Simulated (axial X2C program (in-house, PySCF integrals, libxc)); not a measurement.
**Bond lengths and stretching modes, held linear, of WCN**

Computed with an in-house all-electron X2C program for linear molecules (integrals from PySCF): two-component X2C with atomic mean-field Coulomb and Gaunt terms, Gaussian nuclei, basis W dyall-v3z, C dyall-v3z, N dyall-av3z with contracted cores. Spin-free rows use the one-electron spin-free X2C Hamiltonian.

Masses W 183.951, C 12.000, N 14.003 u. States: 2c Ω = 5/2 (beyond evenly filled blocks: ω = 5/2); spin-free M_S = 5/2, Λ = 0 (beyond evenly filled blocks: σα, π+α, π-α, δ+α, δ-α).

HF, 2c: energies above the lowest point

```csv
r(W–C) (Å),r(C–N) (Å),E (meV)
1.9656,1.1359,184.05
1.9656,1.1650,183.17
1.9656,1.1941,255.32
2.0160,1.1359,66.41
2.0160,1.1650,77.23
2.0160,1.1941,162.03
2.0160,1.2233,299.14
2.0664,1.1359,0.00
2.0664,1.1650,20.56
2.0664,1.1941,116.30
2.1168,1.1650,4.93
2.1168,1.2233,267.43
```

Question: Fit a quadratic surface with cubic terms in each bond: where is the minimum, and what are the two stretching wavenumbers?

Answer: At HF, 2c: bonds 2.134 and 1.139 Å; harmonic stretches 358.8 and 2102.7 cm⁻¹; force constants 1.73, 17.6 and coupling 1.16 mdyn/Å.

The other levels and Hamiltonians give:

```csv
Hamiltonian,level,r(W–C) (Å),r(C–N) (Å),lower stretch (cm⁻¹),upper stretch (cm⁻¹)
2c,PBE0,2.019,1.164,437.2,2158.4
2c,LDA,1.960,1.174,465.1,2071.3
spin-free,PBE0,2.020,1.164,438.1,2156.1
spin-free,HF,2.135,1.139,358.9,2100.0
spin-free,LDA,1.962,1.175,466.3,2068.9
```

Each state is one determinant, the lowest of a limited PBE0 search; the stretches come from a fit to these few points and carry an uncertainty of a few per cent. Other orders of the atoms were not compared. Left out for rough or failed fits: MP2 2c, MP2 spin-free. The levels spread by more than a fifth, so the stretches depend strongly on the method. The molecule was held linear; bending was not examined, so a bent shape may lie lower. Note: several unpaired electrons, one determinant need not be a pure state.
